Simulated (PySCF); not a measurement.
Ta(OH)2 (H2O2Ta), SMILES [OH][Ta][OH] (connectivity only; charge and spin as stated), neutral, multiplicity 4.

Geometry: r2SCAN-D4/def2-TZVP. The spin state was assumed, not searched. The def2 effective core potentials stand for the cores of Ta; spin–orbit coupling is left out. Other conformers were not sampled.

Level of theory: PBE/def2-TZVPD (PySCF).

The molecule is in vacuum.

```yaml
total_energy: -208.63721 hartree
point_group: D∞h
"α spin, highest occupied and lowest empty level": -3.49 and -1.23 eV
"β spin, highest occupied and lowest empty level": -7.77 and -2.69 eV
dipole_moment: 0.00 D
mean_static_polarisability: 66.6 bohr³ (9.86 Å³)
polarisability_principal_values: 65.7, 65.7, 68.2 bohr³
"⟨S²⟩": 3.760 (pure state 3.75)
```
